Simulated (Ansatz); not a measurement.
A short molecular-dynamics run on WS2 (the lowest singlet isomer of a short search).

```yaml
crystal:
  periodic: [false, false, false]
  atoms:
    - {symbol: W, position_ang: [0.826907, 0.100798, 0.013119]}
    - {symbol: S, position_ang: [-0.218560, -1.694948, 0.344406]}
    - {symbol: S, position_ang: [-0.608357, 1.594150, -0.357525]}
basis:
  gaussian: {orbitals: def2-SVP}
hamiltonian: {xc: {name: PBE}, dispersion: d4}
md: {timestep: 1 fs, n_steps: 30, ensemble: nvt_nose_hoover, temperature: 300, initial_velocities: maxwell_boltzmann, seed: 948}
scf: {omitted_lower_state_checks: [starts]}
```

```sh
$ ansatz run in.yaml --threads 2 --pin off --events-out ev --progress --plain --max-ram 4352MiB
```

| step | time (fs) | potential energy (eV) | kinetic (eV) | T (K) | conserved (eV) |
| --- | --- | --- | --- | --- | --- |
| 0 | 0.0 | -23481.9414 | 0.0388 | 300 | -23481.9027 |
| 1 | 1.0 | -23481.9413 | 0.0386 | 299 | -23481.9027 |
| 2 | 2.0 | -23481.9404 | 0.0378 | 292 | -23481.9027 |
| 3 | 3.0 | -23481.9389 | 0.0362 | 280 | -23481.9027 |
| 4 | 4.0 | -23481.9368 | 0.0342 | 264 | -23481.9026 |
| 5 | 5.0 | -23481.9342 | 0.0316 | 244 | -23481.9026 |
| 6 | 6.0 | -23481.9313 | 0.0286 | 222 | -23481.9026 |
| 7 | 7.0 | -23481.9281 | 0.0255 | 197 | -23481.9026 |
| 8 | 8.0 | -23481.9248 | 0.0222 | 172 | -23481.9026 |
| 9 | 9.0 | -23481.9216 | 0.0190 | 147 | -23481.9026 |
| 10 | 10.0 | -23481.9186 | 0.0160 | 124 | -23481.9026 |
| 11 | 11.0 | -23481.9159 | 0.0134 | 103 | -23481.9026 |
| 12 | 12.0 | -23481.9137 | 0.0111 | 86 | -23481.9026 |
| 13 | 13.0 | -23481.9119 | 0.0094 | 72 | -23481.9026 |
| 14 | 14.0 | -23481.9107 | 0.0082 | 63 | -23481.9026 |
| 15 | 15.0 | -23481.9101 | 0.0076 | 59 | -23481.9026 |
| 16 | 16.0 | -23481.9102 | 0.0077 | 59 | -23481.9026 |
| 17 | 17.0 | -23481.9108 | 0.0083 | 64 | -23481.9026 |
| 18 | 18.0 | -23481.9120 | 0.0095 | 74 | -23481.9026 |
| 19 | 19.0 | -23481.9137 | 0.0113 | 87 | -23481.9026 |
| 20 | 20.0 | -23481.9158 | 0.0134 | 104 | -23481.9026 |
| 21 | 21.0 | -23481.9183 | 0.0159 | 123 | -23481.9026 |
| 22 | 22.0 | -23481.9209 | 0.0185 | 143 | -23481.9026 |
| 23 | 23.0 | -23481.9237 | 0.0214 | 165 | -23481.9026 |
| 24 | 24.0 | -23481.9265 | 0.0242 | 187 | -23481.9026 |
| 25 | 25.0 | -23481.9292 | 0.0269 | 208 | -23481.9026 |
| 26 | 26.0 | -23481.9317 | 0.0295 | 228 | -23481.9026 |
| 27 | 27.0 | -23481.9338 | 0.0317 | 245 | -23481.9026 |
| 28 | 28.0 | -23481.9356 | 0.0336 | 260 | -23481.9026 |
| 29 | 29.0 | -23481.9370 | 0.0350 | 271 | -23481.9026 |
| 30 | 30.0 | -23481.9378 | 0.0360 | 278 | -23481.9026 |

Velocities are drawn at the set temperature; a run this short doesn't reach equilibrium.

In the def2 sets W takes a core potential; there is no spin–orbit coupling. The restricted singlet is unstable towards broken spin symmetry at other levels; at RKS PBE-D4/def2-SVP this wasn't settled.

Frames (Å, forces in eV/Å):

```xyz
3
time=0.0 fs
W     0.827    0.101    0.013    0.423    0.052    0.007
S    -0.219   -1.695    0.344   -0.190   -0.205    0.035
S    -0.608    1.594   -0.358   -0.233    0.154   -0.042
3
time=1.0 fs
W     0.827    0.102    0.013    0.430   -0.115    0.042
S    -0.221   -1.697    0.345   -0.132   -0.113    0.018
S    -0.607    1.591   -0.357   -0.298    0.228   -0.060
3
time=2.0 fs
W     0.827    0.102    0.013    0.435   -0.279    0.076
S    -0.223   -1.699    0.345   -0.073   -0.021    0.001
S    -0.606    1.589   -0.356   -0.362    0.300   -0.077
3
time=3.0 fs
W     0.827    0.103    0.013    0.438   -0.439    0.110
S    -0.225   -1.701    0.345   -0.014    0.070   -0.015
S    -0.605    1.586   -0.356   -0.423    0.369   -0.094
3
time=4.0 fs
W     0.828    0.104    0.012    0.437   -0.593    0.142
S    -0.228   -1.703    0.346    0.043    0.160   -0.031
S    -0.604    1.584   -0.355   -0.481    0.434   -0.110
3
time=5.0 fs
W     0.828    0.105    0.012    0.434   -0.740    0.172
S    -0.230   -1.705    0.346    0.099    0.246   -0.047
S    -0.603    1.581   -0.355   -0.534    0.495   -0.125
3
time=6.0 fs
W     0.828    0.106    0.012    0.428   -0.878    0.201
S    -0.232   -1.707    0.346    0.153    0.328   -0.062
S    -0.602    1.579   -0.354   -0.581    0.550   -0.139
3
time=7.0 fs
W     0.829    0.106    0.012    0.417   -1.005    0.227
S    -0.235   -1.709    0.347    0.205    0.406   -0.076
S    -0.602    1.577   -0.354   -0.622    0.599   -0.151
3
time=8.0 fs
W     0.829    0.107    0.012    0.403   -1.120    0.250
S    -0.237   -1.711    0.347    0.254    0.480   -0.089
S    -0.601    1.575   -0.353   -0.657    0.641   -0.161
3
time=9.0 fs
W     0.829    0.107    0.012    0.384   -1.222    0.271
S    -0.239   -1.712    0.347    0.300    0.547   -0.102
S    -0.601    1.574   -0.353   -0.684    0.675   -0.169
3
time=10.0 fs
W     0.830    0.108    0.012    0.360   -1.310    0.288
S    -0.241   -1.714    0.347    0.343    0.609   -0.113
S    -0.601    1.572   -0.353   -0.703    0.701   -0.175
3
time=11.0 fs
W     0.830    0.108    0.012    0.331   -1.383    0.302
S    -0.243   -1.715    0.348    0.383    0.665   -0.123
S    -0.601    1.571   -0.352   -0.714    0.719   -0.179
3
time=12.0 fs
W     0.830    0.109    0.012    0.298   -1.441    0.313
S    -0.245   -1.716    0.348    0.418    0.714   -0.132
S    -0.602    1.570   -0.352   -0.716    0.728   -0.181
3
time=13.0 fs
W     0.831    0.109    0.012    0.259   -1.484    0.320
S    -0.246   -1.717    0.348    0.450    0.756   -0.139
S    -0.603    1.569   -0.352   -0.709    0.728   -0.181
3
time=14.0 fs
W     0.831    0.109    0.012    0.216   -1.510    0.324
S    -0.248   -1.718    0.348    0.478    0.791   -0.145
S    -0.604    1.569   -0.352   -0.694    0.719   -0.179
3
time=15.0 fs
W     0.832    0.109    0.012    0.168   -1.521    0.324
S    -0.249   -1.718    0.348    0.502    0.819   -0.150
S    -0.605    1.568   -0.352   -0.670    0.702   -0.174
3
time=16.0 fs
W     0.832    0.109    0.012    0.117   -1.516    0.321
S    -0.251   -1.718    0.348    0.521    0.840   -0.154
S    -0.606    1.568   -0.352   -0.638    0.677   -0.167
3
time=17.0 fs
W     0.833    0.109    0.012    0.062   -1.497    0.315
S    -0.252   -1.718    0.348    0.536    0.853   -0.156
S    -0.608    1.568   -0.352   -0.598    0.643   -0.159
3
time=18.0 fs
W     0.833    0.109    0.012    0.005   -1.462    0.305
S    -0.253   -1.718    0.348    0.546    0.859   -0.157
S    -0.609    1.569   -0.352   -0.551    0.603   -0.149
3
time=19.0 fs
W     0.833    0.109    0.012   -0.054   -1.414    0.293
S    -0.253   -1.717    0.348    0.552    0.857   -0.156
S    -0.611    1.569   -0.352   -0.498    0.557   -0.137
3
time=20.0 fs
W     0.834    0.109    0.012   -0.115   -1.352    0.277
S    -0.254   -1.716    0.347    0.554    0.848   -0.154
S    -0.613    1.570   -0.353   -0.439    0.505   -0.123
3
time=21.0 fs
W     0.834    0.108    0.012   -0.175   -1.278    0.259
S    -0.254   -1.715    0.347    0.551    0.831   -0.150
S    -0.615    1.570   -0.353   -0.376    0.448   -0.109
3
time=22.0 fs
W     0.835    0.108    0.012   -0.234   -1.193    0.239
S    -0.255   -1.714    0.347    0.543    0.806   -0.146
S    -0.618    1.571   -0.353   -0.308    0.387   -0.093
3
time=23.0 fs
W     0.835    0.108    0.012   -0.292   -1.097    0.217
S    -0.255   -1.712    0.346    0.530    0.774   -0.139
S    -0.620    1.572   -0.353   -0.238    0.323   -0.077
3
time=24.0 fs
W     0.836    0.107    0.012   -0.347   -0.991    0.192
S    -0.255   -1.710    0.346    0.513    0.734   -0.132
S    -0.622    1.573   -0.354   -0.166    0.257   -0.060
3
time=25.0 fs
W     0.836    0.106    0.012   -0.398   -0.877    0.166
S    -0.255   -1.708    0.346    0.491    0.687   -0.123
S    -0.625    1.575   -0.354   -0.092    0.189   -0.043
3
time=26.0 fs
W     0.836    0.106    0.012   -0.445   -0.755    0.139
S    -0.254   -1.706    0.345    0.464    0.633   -0.113
S    -0.628    1.576   -0.355   -0.019    0.122   -0.026
3
time=27.0 fs
W     0.837    0.105    0.013   -0.487   -0.627    0.111
S    -0.254   -1.703    0.345    0.433    0.572   -0.101
S    -0.630    1.577   -0.355    0.054    0.054   -0.009
3
time=28.0 fs
W     0.837    0.104    0.013   -0.523   -0.493    0.081
S    -0.253   -1.700    0.344    0.398    0.505   -0.089
S    -0.633    1.578   -0.355    0.126   -0.012    0.008
3
time=29.0 fs
W     0.837    0.104    0.013   -0.553   -0.354    0.051
S    -0.252   -1.697    0.344    0.358    0.431   -0.075
S    -0.635    1.580   -0.356    0.195   -0.076    0.024
3
time=30.0 fs
W     0.838    0.103    0.013   -0.576   -0.213    0.021
S    -0.252   -1.694    0.343    0.314    0.351   -0.060
S    -0.638    1.581   -0.356    0.262   -0.138    0.040
```

Hardware: 2 threads of Arm Neoverse N1 on a shared host. Wall time 62 s.
